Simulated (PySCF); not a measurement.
# Field gradients at the hydrogen positions

Species: C₃H₁₂NOPSi₂.
Cartesian coordinates in Å at the GFN2-xTB level; atoms count from 1:
```xyz
20
C3H12NOPSi2 angstrom
C      2.3754    1.6352    0.5028
C      1.4976    1.0307   -0.2777
P      0.6182   -0.4257    0.3580
C      0.9772   -1.7784   -0.8245
O      0.9836   -0.7695    1.7333
N     -1.0104   -0.0445    0.1710
Si    -1.7976    0.2621    1.7067
Si    -1.7316    0.0043   -1.4100
H      2.5771    1.2344    1.4839
H      2.9183    2.5202    0.2081
H      1.2537    1.3941   -1.2651
H      0.3657   -2.6356   -0.5470
H      2.0268   -2.0394   -0.6958
H      0.7856   -1.5044   -1.8570
H     -1.0806    1.3308    2.3979
H     -3.1400    0.6947    1.3180
H     -1.8547   -0.9747    2.4790
H     -0.7726    0.5504   -2.3759
H     -2.8894    0.8810   -1.2946
H     -2.1075   -1.3552   -1.8143
```

Level: PBE0/pcSseg-1 (PySCF, non-relativistic); Q(2H) = 0.00286 b; rigid geometry, the same for H and D, with no vibrational averaging.

Problem. Rank these positions by the coupling χzz of a deuteron there, largest first.
A. H17 (Si–H hydrogen)
B. H14 (methyl hydrogen)
C. H13 (methyl hydrogen)
D. H11 (vinylic hydrogen)
E. H20 (Si–H hydrogen)

Solution. D (222 kHz), B (215 kHz), C (210 kHz), A (110 kHz), E (106 kHz).

Problem. What are Vzz, η and χzz (234.96 MHz × Q × Vzz) at all hydrogens?

Solution. 
```json
{"atom": "H9", "bonded to": "C1", "bond length (Å)": "1.079", "Vzz (au)": "0.3227", "η": "0.03", "χzz (kHz)": "217"}
{"atom": "H10", "bonded to": "C1", "bond length (Å)": "1.079", "Vzz (au)": "0.3308", "η": "0.02", "χzz (kHz)": "222"}
{"atom": "H11", "bonded to": "C2", "bond length (Å)": "1.080", "Vzz (au)": "0.3308", "η": "0.05", "χzz (kHz)": "222"}
{"atom": "H12", "bonded to": "C4", "bond length (Å)": "1.089", "Vzz (au)": "0.3129", "η": "0.01", "χzz (kHz)": "210"}
{"atom": "H13", "bonded to": "C4", "bond length (Å)": "1.089", "Vzz (au)": "0.3125", "η": "0.01", "χzz (kHz)": "210"}
{"atom": "H14", "bonded to": "C4", "bond length (Å)": "1.085", "Vzz (au)": "0.3197", "η": "0.02", "χzz (kHz)": "215"}
{"atom": "H15", "bonded to": "Si7", "bond length (Å)": "1.461", "Vzz (au)": "0.1624", "η": "0.05", "χzz (kHz)": "109"}
{"atom": "H16", "bonded to": "Si7", "bond length (Å)": "1.463", "Vzz (au)": "0.1600", "η": "0.05", "χzz (kHz)": "107"}
{"atom": "H17", "bonded to": "Si7", "bond length (Å)": "1.459", "Vzz (au)": "0.1640", "η": "0.05", "χzz (kHz)": "110"}
{"atom": "H18", "bonded to": "Si8", "bond length (Å)": "1.467", "Vzz (au)": "0.1580", "η": "0.05", "χzz (kHz)": "106"}
{"atom": "H19", "bonded to": "Si8", "bond length (Å)": "1.457", "Vzz (au)": "0.1648", "η": "0.04", "χzz (kHz)": "111"}
{"atom": "H20", "bonded to": "Si8", "bond length (Å)": "1.467", "Vzz (au)": "0.1578", "η": "0.02", "χzz (kHz)": "106"}
```

Problem. Average by the element that carries the hydrogen.

Solution. on C: 216 kHz over 6 positions, mean bond length 1.084 Å; on Si: 108 kHz over 6 positions, mean bond length 1.462 Å.

The structure is a single GFN2-xTB conformer in the gas phase; no vibrational or solvent corrections. GFN2-xTB bond lengths can be off by several hundredths of an ångström, more for odd bonds, and the gradients follow them. With a basis this small, the couplings can be 20 % off.
